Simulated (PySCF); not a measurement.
Compound: C8H14OSi.
Atom-mapped SMILES: `[O:1]=[C:2](/[CH:3]=[CH:4]/[CH:5]1[CH2:6][CH2:7]1)[CH2:8][CH2:9][SiH3:10]`

Geometry (GFN2-xTB, Å), atoms numbered from 1 in this order:
```
atom  x, y, z in Å
O1     1.1024    0.6611   -0.8928
C2     0.9213   -0.2415   -0.0954
C3    -0.4065   -0.5972    0.4024
C4    -1.4969    0.0737    0.0098
C5    -2.8546   -0.1860    0.4606
C6    -4.0003    0.0425   -0.5006
C7    -3.7976    0.9854    0.6301
C8     2.0802   -1.0234    0.4614
C9     3.3255   -0.8252   -0.3874
Si10   3.5817    0.9977   -0.9109
H11   -0.4726   -1.4135    1.1075
H12   -1.3646    0.8824   -0.6988
H13   -2.9560   -1.0050    1.1619
H14   -3.7561    0.3750   -1.4976
H15   -4.8267   -0.6500   -0.4594
H16   -4.4809    0.9547    1.4643
H17   -3.4105    1.9700    0.4176
H18    1.8045   -2.0777    0.5570
H19    2.2515   -0.6392    1.4731
H20    3.2422   -1.4413   -1.2835
H21    4.1924   -1.1888    0.1626
H22    3.0882    1.9305    0.1015
H23    3.1685    1.2729   -2.2797
H24    5.0531    1.1627   -0.8935
```

Probes without a nucleus sit at each ring's centroid and 1 Å off its mean plane on both sides; NICS is minus the shielding there, NICSzz its component along the normal. Level: GIAO PBE0/pcSseg-1 (PySCF, non-relativistic, gas phase) on the GFN2-xTB geometry, one conformer.

Ring bond lengths (Å), with Mayer bond orders in brackets: C5–C6 1.513 (0.91), C6–C7 1.486 (0.98), C7–C5 1.513 (0.91).

Task: What do the NICS probes read (ppm)?

Result: 
```tsv
ring	type	NICS(0)	NICS(1), two faces	NICS(1)zz, two faces	rms pucker (Å)	centre to ring atoms, mean (Å)
C5–C6–C7	3-membered carbocycle; formal bonds all single	-43.2	-7.7 / -8.3	-23.0 / -23.5	0.00	0.87
```

Task: What can be read from them?

Result: 
- C5–C6–C7: mean NICS(1)zz -23.2 ppm, shielded. C5, C6, C7 have four or more neighbours, so the value isn't read as a sign of a π ring current. NICS(0) lies 35 ppm below the mean NICS(1).

Task: List the ring angles and the Hirshfeld charges of the ring atoms.

Result: 
- C5–C6–C7: C5 58.8° (-0.035 e), C6 60.6° (-0.077 e), C7 60.6° (-0.076 e); sum 180.0° against 180° for a flat convex ring.

On an Arm Neoverse V2 with one thread, shared host, this took 70 s wall (with the writing of density and orbital grids) and 1.2 GiB of memory at its peak. This is the whole shielding run at PBE0/pcSseg-1, SCF included.
